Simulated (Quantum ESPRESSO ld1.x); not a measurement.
Isoelectronic series with 16 electrons, each ion in its NIST ground configuration. Method: Dirac Kohn-Sham, PBE, spin-unpolarised, spherical densities, point nucleus; open shells fill j = l - 1/2 first; computed with ld1.x of Quantum ESPRESSO 7.5. Total energies (hartree) and mean radii <r> (bohr):

| ion | configuration | E (hartree) | 3p3/2 | 3p1/2 | 3s1/2 | 2p3/2 |
|---|---|---|---|---|---|---|
| S | [Ne] 3s2 3p4 | -399.049 | 2.076 | 2.066 | 1.695 | 0.4433 |
| K3+ | [Ne] 3s2 3p4 | -599.043 | 1.296 | 1.290 | 1.201 | 0.3506 |
| Ti6+ | [Ne] 3s2 3p4 | -842.126 | 0.9681 | 0.9626 | 0.9350 | 0.2898 |
| Mn9+ | [Ne] 3s2 3p4 | -1128.510 | 0.7776 | 0.7722 | 0.7671 | 0.2468 |
| Ni12+ | [Ne] 3s2 3p4 | -1458.546 | 0.6513 | 0.6457 | 0.6509 | 0.2149 |
| Ga15+ | [Ne] 3s2 3p4 | -1832.673 | 0.5609 | 0.5551 | 0.5652 | 0.1902 |
| Se18+ | [Ne] 3s2 3p4 | -2251.408 | 0.4927 | 0.4867 | 0.4992 | 0.1706 |
| Rb21+ | [Ne] 3s2 3p4 | -2715.34 | 0.4394 | 0.4330 | 0.4468 | 0.1546 |
| Zr24+ | [Ne] 3s2 3p4 | -3225.16 | 0.3965 | 0.3898 | 0.4041 | 0.1413 |
| Tc27+ | [Ne] 3s2 3p4 | -3781.60 | 0.3612 | 0.3541 | 0.3686 | 0.1301 |
| Pd30+ | [Ne] 3s2 3p4 | -4385.53 | 0.3316 | 0.3241 | 0.3385 | 0.1205 |
| In33+ | [Ne] 3s2 3p4 | -5037.90 | 0.3064 | 0.2985 | 0.3127 | 0.1122 |
